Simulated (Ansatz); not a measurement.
A structure relaxed at PBE/def2-TZVP in Ansatz, charge 1, singlet:

Cartesian coordinates in Å:
```
Li 1.5332 -2.6986 0.6700
Li -1.1558 -1.6862 -0.3767
Li -1.0491 1.5132 -0.9655
Li -2.9569 0.2886 1.1155
Li 0.2423 0.1998 1.1002
Li 1.6594 -0.2786 -1.2257
Li 1.7269 2.6618 -0.3178
```

(1) Give its formula.

(2) Summarise the bond lengths by kind (pairs closer than 1.2 times the sum of covalent radii, bridged metal pairs left out).

Results:

(1) Li₇⁺.

(2) 5 × Li–Li 2.77 to 3.06 Å.

The restricted singlet is unstable towards broken spin symmetry in Hartree–Fock (as tested in another run); at PBE/def2-TZVP this wasn't settled. Another isomer (singlet) lies 0.29 eV lower at PBE0/def2-TZVP; other spin states weren't run for this one.
